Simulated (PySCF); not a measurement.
Compound: C₇H₇OPSi.
Cartesian coordinates in Å at the PBE0-D3(BJ)/def2-SVP level; atoms count from 1:
```xyz
17
C7H7OPSi angstrom
Si     4.1324    0.3341   -0.2522
C      2.2801    0.1410   -0.0250
O      1.5623    1.2883    0.0797
C      0.2423    1.0476    0.2285
C     -0.6994    2.0693    0.3511
C     -2.0275    1.6960    0.4962
C     -2.4030    0.3404    0.5187
C     -1.4533   -0.6624    0.3960
C     -0.0994   -0.3146    0.2464
P      1.3798   -1.3160    0.0559
H      4.7289    1.0640    0.9061
H      4.7061   -1.0382   -0.3451
H      4.4229    1.1003   -1.5007
H     -0.3866    3.1146    0.3308
H     -2.7935    2.4684    0.5945
H     -3.4569    0.0777    0.6342
H     -1.7519   -1.7132    0.4137
```

Level: PBE0/pcSseg-1 and CAM-B3LYP/def2-SVPD in PySCF, non-relativistic, on one gas-phase PBE0-D3(BJ)/def2-SVP geometry that isn't relaxed in the solvent. The solvent is an IEF-PCM continuum (Bondi radii, 1.10 Å for H, scaled by 1.2). Only the electrostatic response of the medium enters.

Gas phase at PBE0/pcSseg-1: HOMO -6.73 eV, LUMO -1.70 eV, dipole 1.25 D.

**Question.** What does the continuum do to the energy, the frontier levels and the dipole at PBE0/pcSseg-1 in chloroform?

**Answer.** 
```
   solvent      ε  E(solvent) − E(gas) (kcal/mol)  polarisation term (kcal/mol)  distortion of the solute (kcal/mol)  HOMO (eV)  LUMO (eV)  dipole (D)
chloroform  4.711                           -2.05                         -2.22                                 0.17      -6.72      -1.70        1.53
```

The polarisation term is half the interaction of the solute with the surface charges that it induces; the rest is the cost of distorting the solute's density. The sum is the electrostatic part of solvation alone.

**Question.** Which radius a makes the point-dipole formula ΔE = −[(ε − 1)/(2ε + 1)]·μ²/a³ give the value in chloroform, with the gas-phase dipole?

**Answer.** μ = 0.493 au and |ΔE| = 0.00326 Eh give a = 1.58 Å; the farthest nucleus lies 4.54 Å from the centroid of the nuclei, so such a sphere wouldn't even hold the nuclei. The formula assumes a rigid point dipole at the centre of a sphere.

**Question.** Give the dipole vector in the frame of the coordinates (D, pointing from negative to positive charge), gas and chloroform.

**Answer.** Gas (-1.01, 0.73, 0.12), solvent (-1.22, 0.90, 0.15). Its length changes by +22 % and its direction by less than 1°.

**Question.** Which Mulliken charges (PBE0/pcSseg-1) respond most in chloroform (means over atoms taken as equivalent)?

**Answer.** 
```json
{"atoms": "P10", "environment": "phosphorus bonded to 2 C", "gas (e)": "+0.479", "solvent (e)": "+0.461", "change": "-0.018"}
{"atoms": "H15", "environment": "aromatic hydrogen", "gas (e)": "+0.105", "solvent (e)": "+0.118", "change": "+0.013"}
{"atoms": "H16", "environment": "aromatic hydrogen", "gas (e)": "+0.102", "solvent (e)": "+0.114", "change": "+0.012"}
{"atoms": "H17", "environment": "aromatic hydrogen", "gas (e)": "+0.093", "solvent (e)": "+0.105", "change": "+0.012"}
{"atoms": "H14", "environment": "aromatic hydrogen", "gas (e)": "+0.109", "solvent (e)": "+0.120", "change": "+0.011"}
{"atoms": "C7", "environment": "aromatic CH carbon", "gas (e)": "-0.082", "solvent (e)": "-0.091", "change": "-0.009"}
{"atoms": "C6", "environment": "aromatic CH carbon", "gas (e)": "-0.090", "solvent (e)": "-0.097", "change": "-0.007"}
{"atoms": "C4", "environment": "ring-fusion aromatic carbon", "gas (e)": "+0.318", "solvent (e)": "+0.311", "change": "-0.007"}
```

Gas phase at CAM-B3LYP/def2-SVPD: HOMO -7.80 eV, LUMO -0.65 eV, dipole 1.30 D.

**Question.** What does the continuum do to the energy, the frontier levels and the dipole at CAM-B3LYP/def2-SVPD in chloroform?

**Answer.** 
```json
{"solvent": "chloroform", "ε": "4.711", "E(solvent) − E(gas) (kcal/mol)": "-1.79", "polarisation term (kcal/mol)": "-1.96", "distortion of the solute (kcal/mol)": "0.17", "HOMO (eV)": "-7.78", "LUMO (eV)": "-0.62", "dipole (D)": "1.61"}
```

**Question.** How does the static polarisability (CAM-B3LYP/def2-SVPD, frozen core, with the continuum's full static response) change?

**Answer.** 
| medium | isotropic (au) | principal values (au) | ⟨r²⟩ of the electrons (bohr²) |
| --- | --- | --- | --- |
| gas | 137.8 | 83.4, 135.8, 194.1 | 2084.4 |
| chloroform | 177.8 | 106.5, 182.5, 244.5 | 2083.0 |

The isotropic value in chloroform is 1.29 times the gas-phase one; no cavity-field correction is applied. ⟨r²⟩ is taken about the centre of nuclear charge.
